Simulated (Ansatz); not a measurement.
A search over several starts for the lowest SCF solution of the cluster Li₅Al₃⁻ at the given spin, in a small basis.

```yaml
crystal:
  periodic: [false, false, false]
  atoms:
    - {symbol: Al, position_ang: [0.098264, -0.886378, -0.141338]}
    - {symbol: Al, position_ang: [-0.406148, 0.391699, 2.015299]}
    - {symbol: Al, position_ang: [-0.274647, 1.724042, -0.283652]}
    - {symbol: Li, position_ang: [1.752212, 0.643702, -1.677922]}
    - {symbol: Li, position_ang: [-1.085375, 0.211228, -2.352176]}
    - {symbol: Li, position_ang: [0.731594, -2.852710, -1.636764]}
    - {symbol: Li, position_ang: [-0.000048, -2.283705, 2.134578]}
    - {symbol: Li, position_ang: [-0.815852, 3.052132, 1.941965]}
basis:
  gaussian: {orbitals: def2-SVP}
total_charge: -1
magnetization: {spin_polarized: true, initial_magnetization: 1}
hamiltonian: {xc: pbe0, dispersion: d4}
output: {orbitals: {seedname: orbitals}}
```

```sh
$ ansatz run in.yaml --threads 4 --pin off --events-out ev --progress --plain --max-ram 3916MiB
```

Shortened log:

```
Functional definition: PBE0
1119 factors; integrals over basis functions are off by at most 8.4e-4 eV
mean field evaluation 1: about -20794.4998 eV, gradient 1.2e1 eV
mean field evaluation 2: about -20785.0479 eV, gradient 2.9e1 eV
mean field evaluation 4: about -20795.9988 eV, gradient 5.4e0 eV
mean field evaluation 8: about -20796.5007 eV, gradient 6.8e-1 eV
mean field evaluation 16: about -20796.5093 eV, gradient 1.3e-2 eV
mean field evaluation 32: about -20796.5094 eV, gradient 7.7e-5 eV
mean field evaluation 64: about -20796.1810 eV, gradient 4.1e-1 eV
mean field -20796.50936585 eV, -764.2576228148 hartree, gradient 3.3e-5 eV, S^2 0.765154; 10 other end points of the search recorded, 0 dependent functions left out
reference -20796.50940567 eV, -764.2576242779 hartree; 28, 27 occupied and 71, 72 virtual orbitals, 1119 factors
Total energy: -20796.72484472 eV, -764.2655415169 hartree
```

It took 9.5 s on 4 threads of Arm Neoverse V2 on a shared host.

The highest occupied level of the charge -1 doublet lies above zero (up to 0.26 eV). By energy differences its removal costs 0.74 eV (vertical, to the charge 0 singlet, at PBE0-D4/def2-TZVPD). Another isomer (singlet) lies 0.03 eV lower at PBE0-D4/def2-TZVP; other spin states weren't run for this one.
